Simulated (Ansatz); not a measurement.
SiS-, multiplicity 2 (lowest of 2S+1 = 2, 4 at CCSD(T)/def2-TZVPP on PBE0 minima; our sources give no spin for the ground state, which may be another), most abundant isotopes (27.9769 and 31.9721 u). Constants from fifth-degree fits in 1/R to seven points on the lowest solution found; no spin–orbit coupling, no relativity up to Kr; ω_e x_e and α_e move by some per cent with the fit.

Cores are frozen in the correlated methods. CBS: X⁻³ extrapolation of the correlation energy, Hartree–Fock from the larger set.

Codes used: Ansatz (Gaussian basis) for Hartree–Fock, density functionals and correlated methods. 

| level | r_e (Å) | ω_e (cm⁻¹) | ω_e x_e (cm⁻¹) | α_e (cm⁻¹) |
|---|---|---|---|---|
| PBE/def2-TZVPP | 2.0512 | 594.2 | 2.38 | 0.00153 |
| CCSD(T)/CBS(aug-cc-pV(T+d)Z, aug-cc-pV(Q+d)Z) | 2.0275 | 620.5 | 2.42 | 0.00152 |

Q: Derive the rotational constants, the centrifugal constant, the fundamental, the zero-point energy and the force constant.

A: 
μ = 14.92069 u.
- PBE/def2-TZVPP: B_e = 16.8576/(μ r_e²) = 0.26854 cm⁻¹; B₀ = B_e − α_e/2 = 0.26777 cm⁻¹; D = 4B_e³/ω_e² = 2.19e-07 cm⁻¹; fundamental ω_e − 2ω_e x_e = 589 cm⁻¹; zero-point energy ω_e/2 − ω_e x_e/4 = 297 cm⁻¹; k = μ(2πcω_e)² = 310 N/m
- CCSD(T)/CBS(aug-cc-pV(T+d)Z, aug-cc-pV(Q+d)Z): B_e = 16.8576/(μ r_e²) = 0.27483 cm⁻¹; B₀ = B_e − α_e/2 = 0.27407 cm⁻¹; D = 4B_e³/ω_e² = 2.16e-07 cm⁻¹; fundamental ω_e − 2ω_e x_e = 616 cm⁻¹; zero-point energy ω_e/2 − ω_e x_e/4 = 310 cm⁻¹; k = μ(2πcω_e)² = 338 N/m

Ansatz is an electronic-structure program.
